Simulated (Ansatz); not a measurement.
Isolated molecules relaxed with PBE0-D4/def2-TZVP in Ansatz; ΔE leaves out vibrations. CBS: MP2 limit from def2 TZ/QZ plus the TZ coupled-cluster correction, frozen cores. DFT in def2-TZVPP. For Ga outer-core shells are correlated without core-valence functions, which leaves a few kJ/mol of doubt a bond. Scalar relativity is left out up to krypton. Each species was taken in one conformer, which may not be the lowest.

Reaction (redistribution): `[CH3][GaH][C](=N)F` + `C#CO[SiH3]` → `C#[C][GaH][CH3]` + `N=C(F)O[SiH3]`

| level | ΔE (kJ/mol) |
| --- | --- |
| BLYP-D4 | -82.7 |
| revPBE | -83.9 |

**Question.** What does CCSD(T)/CBS give? (Best estimate.)

**Answer.** Computed: -103.9 kJ/mol. The listed levels differ from it by 21.2, 20.0 kJ/mol.

**Question.** What do rigid-rotor, harmonic-oscillator terms from PBE0-D4/def2-TZVP frequencies (298.15 K, 1 bar) make of the CCSD(T)/CBS value? (An estimate is asked.)

**Answer.** The calculation gave: ΔZPE = +3.7 kJ/mol, ΔH = -101.3 kJ/mol, ΔS = -6 J/(mol·K), ΔG = -99.5 kJ/mol. Modes under 50 cm⁻¹ make the entropy rough.

Largest T1 diagnostic among the species: 0.014.

From r2SCAN to r2SCAN0 (25 % exact exchange), in def2-TZVPP and without D4, ΔE moves by −4.4 kJ/mol. At CCSD(T), def2-SVP lies +3.2 kJ/mol from the extrapolated value and def2-TZVPP −2.2 kJ/mol. Leaving LDA and LC-ωPBE aside and taking each functional with its dispersion term where it has one, the values, not all of them listed here, spread over 24.2 kJ/mol, from PBE-QIDH to BLYP-D4. LDA lies −5.4 kJ/mol from PBE without D4.
